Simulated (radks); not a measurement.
Problem. Species: As2+. Configuration: [Ar] 3d9 4s1 4p3 (not the ground configuration). All-electron calculation, non-relativistic Kohn-Sham, r2SCAN, spin-polarised, spherical densities, point nucleus; open shells are filled with parallel spins first; meta-GGA in the generalised Kohn-Sham scheme. Program: a radial shooting solver on a logarithmic mesh with Libxc functionals. Some entries of the table are withheld. Estimate them.

orbital,occ.,eigenvalue (eV),r(max) (bohr)
1s up,1,-11607.89,0.03062
1s down,1,-11607.48,0.03062
2s up,1,-1497.917,0.1735
2s down,1,-1496.549,0.1735
2p up,3,-1341.355,0.1379
2p down,3,-1340.128,0.1379
3s up,1,(1),0.5279
3s down,1,(2),0.5287
3p up,3,-171.3712,0.5218
3p down,3,-168.9702,0.5228
3d up,5,-77.8556,0.4711
3d down,4,-75.1217,0.4723
4s up,1,-39.4752,(3)
4s down,0,-32.0737,(4)
4p up,3,-27.7154,1.719

Solution. 
(1) 3s up eigenvalue (eV): -224.9847
(2) 3s down eigenvalue (eV): -222.7082
(3) 4s up r(max) (bohr): 1.534
(4) 4s down r(max) (bohr): 1.534
